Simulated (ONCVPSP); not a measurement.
**caesium: ONCV pseudisation with LDA (Perdew-Wang 92), scalar-relativistic reference atom.**

Input for ONCVPSP 4.0.1:

```
# ATOM AND REFERENCE CONFIGURATION
# atsym  z   nc   nv     iexc    psfile
  Cs 55.00    9    3  -001012      upf
#
#   n    l    f
    1    0    2.00
    2    0    2.00
    2    1    6.00
    3    0    2.00
    3    1    6.00
    3    2   10.00
    4    0    2.00
    4    1    6.00
    4    2   10.00
    5    0    2.00
    5    1    6.00
    6    0    1.00
#
# PSEUDOPOTENTIAL AND OPTIMIZATION
# lmax
    2
#
#   l,   rc,      ep,       ncon, nbas, qcut
    0    2.40    0.00    4    7    5.10
    1    2.50    0.00    4    7    4.50
    2    2.15    0.32    5    8    4.70
#
# LOCAL POTENTIAL
# lloc, lpopt,  rc(5),   dvloc0
    4    5    1.65    4.00
#
# VANDERBILT-KLEINMAN-BYLANDER PROJECTORs
# l, nproj, debl
    0    3    2.50
    1    2    0.30
    2    2    3.90
#
# MODEL CORE CHARGE
# icmod, fcfact, rcfact
    0    0.00    0.00
#
# LOG DERIVATIVE ANALYSIS
# epsh1, epsh2, depsh
   -2.00    5.00    0.02
#
# OUTPUT GRID
# rlmax, drl
    6.00    0.01
#
# TEST CONFIGURATIONS
# ncnf
    4
# nvcnf
#   n    l    f
    3
    5    0    2.00
    5    1    6.00
    6    0    0.00
#
    3
    5    0    2.00
    5    1    6.00
    6    0    0.50
#
    4
    5    0    2.00
    5    1    6.00
    6    0    0.00
    6    1    1.00
#
    3
    5    0    1.00
    5    1    6.00
    6    0    1.00
#
```

Command:

```bash
oncvpsp.x < Cs.dat > Cs.out
```

Resulting log (shortened: citation, most of the input echo, consistency checks and plot data are left out):

```
ONCVPSP  (Optimized Norm-Conservinng Vanderbilt PSeudopotential)
scalar-relativistic version 4.0.1

#   n    l    f        energy (Ha)
    1    0    2.00    -1.3142146E+03
    2    0    2.00    -2.0618591E+02
    2    1    6.00    -1.8505683E+02
    3    0    2.00    -4.2846961E+01
    3    1    6.00    -3.6046863E+01
    3    2   10.00    -2.6037979E+01
    4    0    2.00    -8.0746372E+00
    4    1    6.00    -5.8977603E+00
    4    2   10.00    -2.7288668E+00
    5    0    2.00    -9.8849528E-01
    5    1    6.00    -5.0001456E-01
    6    0    1.00    -8.1769114E-02

Reference configufation results
  iterations    26
  all-electron total energy (Ha)   -7.78083353D+03

Begin loop to  construct optimized pseudo wave functions
and semi-local pseudopoentials for all angular momenta

   Wellstate for l =  0  n =  8
     eigenvalue =   2.4182
     asymptotic potential =   2.9182
     half-point radius =  4.6342

Calculating optimized projector #   1

 for l=   0

    Fraction of norm inside rc  0.871152
    Optimizing pswf for qcut=   5.09 a_B^-1,  ecut=  12.96 Ha
    Residual kinetic energy error=  2.21D-06 Ha

    Energy error per electron        Cutoff
         Ha          eV             Ha
         0.01000     0.27211        6.62
         0.00100     0.02721        8.89
         0.00010     0.00272       10.63
         0.00001     0.00027       11.97

Calculating optimized projector #   2

 for l=   0

    Fraction of norm inside rc  0.035337
    Optimizing pswf for qcut=   5.09 a_B^-1,  ecut=  12.96 Ha
    Residual kinetic energy error=  9.26D-07 Ha

    Energy error per electron        Cutoff
         Ha          eV             Ha
         0.01000     0.27211        3.99
         0.00100     0.02721        7.34
         0.00010     0.00272        9.66
         0.00001     0.00027       11.34

Calculating optimized projector #   3

 for l=   0

    Fraction of norm inside rc  0.139362
    Optimizing pswf for qcut=   5.09 a_B^-1,  ecut=  12.96 Ha
    Residual kinetic energy error=  1.35D-04 Ha

    Energy error per electron        Cutoff
         Ha          eV             Ha
         0.01000     0.27211        8.48
         0.00100     0.02721       11.06
         0.00010     0.00272       13.87
         0.00001     0.00027       22.30

WARNING wellstate: negative energy specified for n= 6 l=  1
WARNING scattering state with energy  0.25000000
WARNING will be used for the first projector

   Wellstate for l =  1  n =  6
     eigenvalue =   0.2500
     asymptotic potential =   0.7500
     half-point radius =  5.3207

Calculating optimized projector #   1

 for l=   1

    Fraction of norm inside rc  0.747245
    Optimizing pswf for qcut=   4.50 a_B^-1,  ecut=  10.12 Ha
    Residual kinetic energy error=  3.45D-05 Ha

    Energy error per electron        Cutoff
         Ha          eV             Ha
         0.01000     0.27211        2.77
         0.00100     0.02721        6.74
         0.00010     0.00272        9.14
         0.00001     0.00027       19.35

Calculating optimized projector #   2

 for l=   1

    Fraction of norm inside rc  0.136958
    Optimizing pswf for qcut=   4.50 a_B^-1,  ecut=  10.12 Ha
    Residual kinetic energy error=  5.12D-05 Ha

    Energy error per electron        Cutoff
         Ha          eV             Ha
         0.01000     0.27211        2.71
         0.00100     0.02721        6.80
         0.00010     0.00272        9.45
         0.00001     0.00027       15.91

   Wellstate for l =  2  n =  6
     eigenvalue =   0.3200
     asymptotic potential =   0.8200
     half-point radius =  8.1107

   Wellstate for l =  2  n =  8
     eigenvalue =   4.2200
     asymptotic potential =   4.7200
     half-point radius =  4.0804

Calculating optimized projector #   1

 for l=   2

    Fraction of norm inside rc  0.119940
    Optimizing pswf for qcut=   4.70 a_B^-1,  ecut=  11.04 Ha
    Residual kinetic energy error=  1.26D-04 Ha

    Energy error per electron        Cutoff
         Ha          eV             Ha
         0.01000     0.27211        2.97
         0.00100     0.02721        4.52
         0.00010     0.00272       14.12
         0.00001     0.00027       45.05

Calculating optimized projector #   2

 for l=   2

    Fraction of norm inside rc  0.110904
    Optimizing pswf for qcut=   4.70 a_B^-1,  ecut=  11.04 Ha
    Residual kinetic energy error=  1.05D-02 Ha

    Energy error per electron        Cutoff
         Ha          eV             Ha
         0.01000     0.27211       13.15
         0.00100     0.02721       55.78
         0.00010     0.00272       64.76
         0.00001     0.00027       70.81

Construct Vanderbilt / Kleinmman-Bylander projectors

B matrix Hermiticity error, ll=   0
   1   2    4.1126E-05
   1   3    2.5543E-04
   2   3   -6.1588E-05

  Orthonormal projector coefficients  6.9107E+00  8.7017E-01  2.4682E-01

B matrix Hermiticity error, ll=   1
   1   2    5.2278E-05

  Orthonormal projector coefficients  2.2247E+00  5.9390E-01

B matrix Hermiticity error, ll=   2
   1   2   -1.3392E-04

  Orthonormal projector coefficients  3.7758E+00  7.5359E-01

Pseudoatom total energy  -20.304371

Diagnostic tests using Vanderbilt-Kleinman-Bylander pseudopotentials
  1 or more projectors used as specified by nproj input data

   l    rcore       rmatch      e in        delta e   norm test  slope test

   0   2.4021110   2.4750443  -0.9884953  -0.0000002   1.0000822   1.0000839
   0   2.4021110   2.4750443  -0.0817691   0.0000007   1.0000228   1.0000198
   0   2.4021110   2.4750443   2.4182309   0.0000294   1.0002280   1.0002280

   1   2.5048340   2.5808861  -0.5000146  -0.0000012   1.0000550   1.0000614
   1   2.5048340   2.5808861   0.2500000   0.0000010   1.0001526   1.0001526

   2   2.1568971   2.2223852   0.3200000   0.0000063   1.0000834   1.0000834
   2   2.1568971   2.2223852   4.2200000   0.0000976   1.0002451   1.0002451

 Testing for bound ghosts
   n   l    E NL Schr. Eq   E Basis Diag.   E Cutoff

   1   0       -0.988495       -0.988488     45.66
   2   0       -0.081768       -0.028142     45.66

   2   1       -0.500016       -0.499940     35.49

   3   2       -0.017675        0.032606     73.78

 Testing for highly-localized positive-energy ghosts
       l    <radius>/rc     E Basis Diag.   E Cutoff

       0        0.370084        7.601611     45.66  WARNING - GHOST(+)

Test configuration 0

   n   l     f        eae           eps        diff
   1   0  2.0000-1314.21457711
   2   0  2.0000 -206.18591215
   2   1  6.0000 -185.05682528
   3   0  2.0000  -42.84696078
   3   1  6.0000  -36.04686273
   3   2 10.0000  -26.03797897
   4   0  2.0000   -8.07463718
   4   1  6.0000   -5.89776035
   4   2 10.0000   -2.72886677
   5   0  2.0000   -0.98849528   -0.98849544   -1.65D-07
   5   1  6.0000   -0.50001456   -0.50001577   -1.22D-06
   6   0  1.0000   -0.08176911   -0.08176845    6.68D-07

    Total energies and differences
      AE_ref= -7.78083353D+03  AE_tst= -7.78083353D+03  dif=  0.00D+00
      PS_ref= -2.03043706D+01  PS_tst= -2.03043706D+01  dif= -1.42D-14
      PSP excitation error=  1.42D-14

Test configuration 1

   n   l     f        eae           eps        diff
   1   0  2.0000-1314.41022275
   2   0  2.0000 -206.38152488
   2   1  6.0000 -185.25241274
   3   0  2.0000  -43.04257259
   3   1  6.0000  -36.24246955
   3   2 10.0000  -26.23359294
   4   0  2.0000   -8.27002544
   4   1  6.0000   -6.09310664
   4   2 10.0000   -2.92411655
   5   0  2.0000   -1.18263694   -1.18263354    3.40D-06
   5   1  6.0000   -0.69195071   -0.69194964    1.07D-06

    Total energies and differences
      AE_ref= -7.78083353D+03  AE_tst= -7.78068665D+03  dif=  1.47D-01
      PS_ref= -2.03043706D+01  PS_tst= -2.01574916D+01  dif=  1.47D-01
      PSP excitation error= -3.29D-06

Test configuration 2

   n   l     f        eae           eps        diff
   1   0  2.0000-1314.30639580
   2   0  2.0000 -206.27771643
   2   1  6.0000 -185.14862049
   3   0  2.0000  -42.93876393
   3   1  6.0000  -36.13866406
   3   2 10.0000  -26.12978292
   4   0  2.0000   -8.16635544
   4   1  6.0000   -5.98946263
   4   2 10.0000   -2.82053165
   5   0  2.0000   -1.07973301   -1.07973241    5.93D-07
   5   1  6.0000   -0.59045000   -0.59045100   -9.97D-07
   6   0  0.5000   -0.14725696   -0.14725528    1.68D-06

    Total energies and differences
      AE_ref= -7.78083353D+03  AE_tst= -7.78077644D+03  dif=  5.71D-02
      PS_ref= -2.03043706D+01  PS_tst= -2.02472799D+01  dif=  5.71D-02
      PSP excitation error= -1.76D-06

Test configuration 3

   n   l     f        eae           eps        diff
   1   0  2.0000-1314.26198855
   2   0  2.0000 -206.23340388
   2   1  6.0000 -185.10427746
   3   0  2.0000  -42.89453033
   3   1  6.0000  -36.09442571
   3   2 10.0000  -26.08554458
   4   0  2.0000   -8.12214166
   4   1  6.0000   -5.94524332
   4   2 10.0000   -2.77630537
   5   0  2.0000   -1.03553093   -1.03552460    6.34D-06
   5   1  6.0000   -0.54577945   -0.54577603    3.42D-06
   6   1  1.0000   -0.04860617   -0.04860580    3.78D-07

    Total energies and differences
      AE_ref= -7.78083353D+03  AE_tst= -7.78077937D+03  dif=  5.42D-02
      PS_ref= -2.03043706D+01  PS_tst= -2.02502199D+01  dif=  5.42D-02
      PSP excitation error=  4.97D-06

Test configuration 4

   n   l     f        eae           eps        diff
   1   0  2.0000-1314.65689052
   2   0  2.0000 -206.62514323
   2   1  6.0000 -185.49603235
   3   0  2.0000  -43.28520326
   3   1  6.0000  -36.48506840
   3   2 10.0000  -26.47625595
   4   0  2.0000   -8.50731377
   4   1  6.0000   -6.32937854
   4   2 10.0000   -3.15719863
   5   0  1.0000   -1.36395313   -1.36377581    1.77D-04
   5   1  6.0000   -0.85050447   -0.85049568    8.79D-06
   6   0  1.0000   -0.28097962   -0.28096836    1.13D-05

    Total energies and differences
      AE_ref= -7.78083353D+03  AE_tst= -7.77966171D+03  dif=  1.17D+00
      PS_ref= -2.03043706D+01  PS_tst= -1.91323722D+01  dif=  1.17D+00
      PSP excitation error= -1.88D-04
```

The run took about 5.5 s on one core of a shared server CPU.
